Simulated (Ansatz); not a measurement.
`C[SiH2]CBr` + CH₃OH → `CO[SiH2]C` + `CBr` at 700 K and 1 bar (ligand exchange at the Si–C bond).

Isolated molecules relaxed with PBE0-D4/def2-TZVP in Ansatz; ΔE leaves out vibrations. CCSD(T)/CBS is the MP2 limit (def2-TZVPP, def2-QZVPP) plus CCSD(T) − MP2 in def2-TZVPP, frozen cores. This one scheme is used for every species. For Br outer-core shells are correlated without core-valence functions, which leaves a few kJ/mol of doubt a bond. Scalar relativity is left out up to krypton. Each species was taken in one conformer, which may not be the lowest.

```csv
species,CCSD(T)/CBS energy (Eh),H − E (kJ/mol),S (J/(mol·K))
`C[SiH2]CBr`,-2942.73033,290.5,461.9
CH₃OH,-115.61712,170.8,288.5
`CO[SiH2]C`,-445.20896,329.8,453.3
`CBr`,-2613.17401,130.7,291.4
```

H − E and S are ideal-gas, rigid-rotor, harmonic terms from PBE0-D4/def2-TZVP, for one conformer and one mirror image of each species. 1 Eh = 2625.50 kJ/mol, R = 8.31446 J/(mol·K).

Problem. By hand: ΔE, ΔH, ΔS and ΔG.

Solution. ΔE = (-445.20896) + (-2613.17401) − (-2942.73033) − (-115.61712) = -0.03552 Eh = -93.3 kJ/mol. Δ(H − E) = 329.8 + 130.7 − 290.5 − 170.8 = -0.8, so ΔH = -94.1 kJ/mol. ΔS = 453.3 + 291.4 − 461.9 − 288.5 = -5.7 J/(mol·K). ΔG = -94.1 − 700 × (-5.7)/1000 = -90.1 kJ/mol.

Problem. By hand: the equilibrium constant, and the temperature at which ΔG would vanish if ΔH and ΔS stayed fixed.

Solution. log₁₀ K = −ΔG/(RT ln 10) = 6.7. ΔG = 0 at ΔH/ΔS = 16509 K, far beyond where these terms or the molecules hold.

The number of gas molecules stays the same, so ΔS is small and ΔH decides. A doubt of 5 kJ/mol in ΔE shifts log₁₀ K by 0.4 here. Other conformers and mirror images would add mixing entropy, several J/(mol·K) or more a flexible species. These are equilibria of isolated gas molecules and say nothing of rates. Largest T1 diagnostic: 0.010 (customary marks: 0.02 for closed shells, 0.045 for open ones).
